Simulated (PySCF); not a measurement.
**Assignment exercise: C₃H₈N₂OSi₂**

Molfile (atoms numbered from 1):
```
C3H8N2OSi2
     RDKit          3D

 16 15  0  0  0  0  0  0  0  0999 V2000
    0.3027   -1.6651   -1.0942 C   0  0  0  0  0  0  0  0  0  0  0  0
    0.2783   -0.1593    0.0807 Si  0  0  2  0  0  4  0  0  0  0  0  0
    2.1397    1.2259    0.0644 Si  0  0  0  0  0  4  0  0  0  0  0  0
   -0.1333   -0.8927    1.7615 C   0  0  0  0  0  0  0  0  0  0  0  0
   -0.4078   -1.2989    2.7993 N   0  0  0  0  0  0  0  0  0  0  0  0
   -1.3303    0.8380   -0.3218 C   0  0  0  0  0  0  0  0  0  0  0  0
   -2.4455    0.5954    0.3949 N   0  0  0  0  0  0  0  0  0  0  0  0
   -1.3039    1.6549   -1.2247 O   0  0  0  0  0  0  0  0  0  0  0  0
   -0.5958   -2.2719   -1.0040 H   0  0  0  0  0  0  0  0  0  0  0  0
    0.3742   -1.3339   -2.1270 H   0  0  0  0  0  0  0  0  0  0  0  0
    1.1565   -2.3061   -0.8904 H   0  0  0  0  0  0  0  0  0  0  0  0
    1.9343    2.3866   -0.7975 H   0  0  0  0  0  0  0  0  0  0  0  0
    2.4531    1.6927    1.4185 H   0  0  0  0  0  0  0  0  0  0  0  0
    3.3080    0.4853   -0.4268 H   0  0  0  0  0  0  0  0  0  0  0  0
   -3.2884    1.1137    0.1951 H   0  0  0  0  0  0  0  0  0  0  0  0
   -2.4493   -0.0554    1.1607 H   0  0  0  0  0  0  0  0  0  0  0  0
  1  2  1  0
  2  3  1  0
  2  4  1  1
  4  5  3  0
  2  6  1  0
  6  7  1  0
  6  8  2  0
  1  9  1  0
  1 10  1  0
  1 11  1  0
  3 12  1  0
  3 13  1  0
  3 14  1  0
  7 15  1  0
  7 16  1  0
M  END
```

PySCF 2.14.0 with density-fitted response routines calculation with coordinates at the GFN2-xTB level and σ from GIAO-PBE0/pcSseg-1; a single conformation, isolated molecule, one averaged value for each set of equivalent atoms, non-relativistic.

Chemical shifts δ = σref − σ; $^{13}$C and $^{1}$H vs TMS, all at this level.

Question: Assign these signals to the numbered atoms. $^{13}$C{$^{1}$H} NMR (computed): δ 181.7 (C), 128.3 (C), -0.7 (CH3).

Answer: 
| δ (ppm) | atoms | environment | reason |
| --- | --- | --- | --- |
| 181.7 | C6 | carbonyl carbon | – |
| 128.3 | C4 | nitrile carbon | this is the usual window of a C≡N carbon, which has no attached hydrogen |
| -0.7 | C1 | methyl carbon bonded to Si | an electropositive neighbour leaves it electron-rich and shielded |

Question: Assign these signals to the numbered atoms. $^{1}$H NMR (400 MHz, computed): δ 5.87 (br s, 2H), 3.67 (s, 3H), 0.68 (s, 3H).

Answer: 
5.87 → H15/H16, hydrogen on an amide-type nitrogen: labile proton, position sensitive to the medium
3.67 → H12/H13/H14, hydrogen on a silicon bonded to Si
0.68 → H9/H10/H11, hydrogen on a methyl carbon bonded to Si: an electropositive neighbour shields it, as in TMS itself

OH/NH shifts are gas-phase values; hydrogen bonding in solution moves them, usually downfield. Shifts are as computed. Against solution values, carbons near 30 ppm lie about +3 ppm off and those near 130 ppm about +5 ppm. Of 1309 compounds with measured shifts, 239 miss one by over three times the rms of a fit or turn the order of signals round; such compounds aren't used in these exercises. Hydrogen bonding in solution deshields acid and N–H amide carbonyl carbons by as much as 10 ppm beyond these values. No couplings were computed; multiplicities are counted from neighbouring protons, with m where these are inequivalent, close in shift, in a saturated or five-membered ring or joined by F or P, and br s for small geminal =CH2 splittings.
